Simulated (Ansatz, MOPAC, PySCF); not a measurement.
Pair of molecules: H2O (SMILES O) (first 3 atoms) with CHN (SMILES C#N); geometry from B3LYP-D3(BJ)/def2-TZVP, rigid monomers moved along the line of their centres of mass till O1···H6 is 1.81 Å.
(charge 0, multiplicity 1):
```xyz
6

O     -0.0834    -0.0777    -0.1033
H      0.7091    -0.2325    -0.6277
H     -0.8282    -0.2309    -0.6938
C     -0.2089    -0.2502     2.7739
N     -0.2579    -0.3370     3.9166
H     -0.1629    -0.1720     1.7005
```

Counterpoise-corrected where a basis set is named; no monomer relaxation. Rows marked so take none.

Cores are frozen in the correlated methods. CBS: X⁻³ extrapolation of the correlation energy, Hartree–Fock from the larger set. Rows in 3-21G, 6-311+G**, 6-31G*, STO-3G carry no dispersion term and start afresh at each structure (6-31G* with six Cartesian d functions). MP2/6-31G* freezes PySCF's default core. The state that PM3, PM6 reach isn't checked.

Programs: Ansatz (Gaussian basis) for Hartree–Fock, density functionals and correlated methods; MOPAC for PM3, PM6 (differences of heats of formation); PySCF for 3-21G rows, 6-311+G** rows, 6-31G* rows, STO-3G rows, the dispersion terms. Values without a source in brackets are computed.

Other levels give for the interaction energy: PBE/def2-TZVPPD -4.11; B3LYP/def2-TZVPPD -3.82; B3LYP-D3(BJ)/def2-TZVPPD -4.61; wB97M-V/def2-TZVPPD -4.42; CCSD(T)/CBS(aug-cc-pVDZ, aug-cc-pVTZ) -4.23 kcal/mol.

Common cheap choices:

| level | interaction energy (kcal/mol) | less -4.23 (CCSD(T)/CBS(aug-cc-pVDZ, aug-cc-pVTZ)) |
|---|---|---|
| PM3 | -4.16 | 0.07 |
| PM6 | -3.08 | 1.15 |
| HF/STO-3G (no counterpoise) | -7.36 | -3.13 |
| BP86/6-31G* (no counterpoise) | -6.46 | -2.23 |
| B3LYP/3-21G (no counterpoise) | -15.17 | -10.95 |
| B3LYP/6-31G* | -5.55 | -1.33 |
| B3LYP/6-311+G** (no counterpoise) | -5.14 | -0.91 |
| MP2/6-31G* (no counterpoise) | -6.32 | -2.09 |

Ansatz is a program for electronic structure.
